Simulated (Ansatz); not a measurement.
Isolated molecules relaxed with PBE0-D4/def2-TZVP in Ansatz; ΔE leaves out vibrations. CCSD(T)/CBS adds triple-zeta CCSD(T) − MP2 to the extrapolated MP2 energy (def2 sets, frozen cores). This one scheme is used for every species. Elements past krypton have def2 core potentials. For Sb outer-core shells are correlated without core-valence functions, which leaves a few kJ/mol of doubt a bond. Each species was taken in one conformer, which may not be the lowest.

Reaction (redistribution): `[NH2][SbH2]` + `[AlH2][S][SiH3]` → `[NH2][SbH][SiH3]` + `[AlH2][SH]`

```
           species  CCSD/CBS(def2) energy (Eh)
     `[NH2][SbH2]`                  -297.08461
 `[AlH2][S][SiH3]`                  -931.90448
`[NH2][SbH][SiH3]`                  -587.37053
      `[AlH2][SH]`                  -641.60702
```

Q: Work out ΔE.

A: ΔE = (-587.37053) + (-641.60702) − (-297.08461) − (-931.90448) = 0.01154 Eh = +7.2 kcal/mol. CCSD(T)/CBS gives +7.1 kcal/mol.

Largest T1 diagnostic among the species: 0.014.

From PBE to PBE0 (25 % exact exchange), in def2-TZVPP and without D4, ΔE moves by +1.2 kcal/mol. Leaving LDA and LC-ωPBE aside and taking each functional with its dispersion term where it has one, the values, not all of them listed here, spread over 3.6 kcal/mol, from PBE-D4 to B97M-V. In def2-TZVPP, CCSD(T) changes the Hartree–Fock value by −2.0 kcal/mol (the triples alone add −0.2 kcal/mol) and MP2 by −1.3 kcal/mol.
